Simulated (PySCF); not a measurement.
Bonds: Si1-Si2, Si2-Si3, Si3-Si4, Si4-Si5. Si1 carries H6, H7, H8; Si2 carries H9, H10; Si3 carries H11, H12; Si4 carries H13, H14; Si5 carries H15, H16, H17.

Computational details: σ from GIAO-KT2/pcSseg-1, geometry: PBE0-D3(BJ)/def2-SVP, in PySCF 2.14 (gas phase, no relativistic terms, one averaged value for each set of equivalent atoms, one computed conformer).

Scale: 1H (σ = 31.18 ppm) and 29Si (σ = 361.05 ppm) vs TMS (reference shieldings calculated alike).

| atoms | nucleus | count | δ (ppm) |
| --- | --- | --- | --- |
| Si2/Si4 | 29Si | 2 | ? |
| Si3 | 29Si | 1 | -113.6 |
| H6/H7/H8/H15/H16/H17 | 1H | 6 | ? |
| H9/H10/H13/H14 | 1H | 4 | 3.63 |
| Si1/Si5 | 29Si | 2 | -109.5 |
| H11/H12 | 1H | 2 | 3.74 |

Task: Fill in the missing shifts.

Result: 
- H6/H7/H8/H15/H16/H17: 3.64 ppm, hydrogen on a silicon bonded to Si
- Si2/Si4: -117.5 ppm, silicon bonded to 2 Si, 2 H
